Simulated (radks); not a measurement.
Task: Isoelectronic series with 13 electrons, each ion in its NIST ground configuration. Method: Dirac Kohn-Sham, PBE, spin-unpolarised, spherical densities, finite nucleus; open shells are shared between the two j in proportion to 2j + 1; Fermi nuclear charge, rms radius of each element as measured or else 0.836 A^(1/3) + 0.57 fm; computed with a radial shooting solver on a logarithmic mesh with Libxc functionals. Total energies (hartree) and mean radii <r> (bohr) (* marks an orbital that is empty in some or all of the ions):

| ion | configuration | E (hartree) | 3d5/2* | 3d3/2* | 3p3/2 | 3p1/2 | 3s1/2 | 2p3/2 |
|---|---|---|---|---|---|---|---|---|
| Tb52+ | [Ne] 3s2 3p1 | -8878.8809 | 0.1866 | 0.1835 | 0.2136 | 0.2038 | 0.2163 | 0.08134 |
| Dy53+ | [Ne] 3s2 3p1 | -9182.3594 | 0.1833 | 0.1801 | 0.2098 | 0.1998 | 0.2122 | 0.07996 |
| Ho54+ | [Ne] 3s2 3p1 | -9491.9344 | 0.1801 | 0.1769 | 0.2061 | 0.1959 | 0.2082 | 0.07863 |
| Er55+ | [Ne] 3s2 3p1 | -9807.5891 | 0.1770 | 0.1737 | 0.2025 | 0.1922 | 0.2044 | 0.07734 |
| Tm56+ | [Ne] 3s2 3p1 | -10129.4603 | 0.1740 | 0.1707 | 0.1991 | 0.1886 | 0.2006 | 0.07609 |
| Yb57+ | [Ne] 3s2 3p1 | -10457.5365 | 0.1711 | 0.1677 | 0.1957 | 0.1851 | 0.1970 | 0.07488 |
| Lu58+ | [Ne] 3s2 3p1 | -10791.9622 | 0.1682 | 0.1648 | 0.1925 | 0.1817 | 0.1935 | 0.07370 |
| Ta60+ | [Ne] 3s2 3p1 | -11480.2611 | 0.1629 | 0.1594 | 0.1863 | 0.1752 | 0.1867 | 0.07145 |
| W61+ | [Ne] 3s2 3p1 | -11834.2562 | 0.1603 | 0.1568 | 0.1834 | 0.1721 | 0.1835 | 0.07037 |
| Re62+ | [Ne] 3s2 3p1 | -12194.9591 | 0.1578 | 0.1542 | 0.1805 | 0.1690 | 0.1803 | 0.06932 |

Estimate the row of Hf59+ ([Ne] 3s2 3p1).

Result: E (hartree) -11132.8624; 3d5/2* 0.1655; 3d3/2* 0.1621; 3p3/2 0.1894; 3p1/2 0.1784; 3s1/2 0.1900; 2p3/2 0.07256.
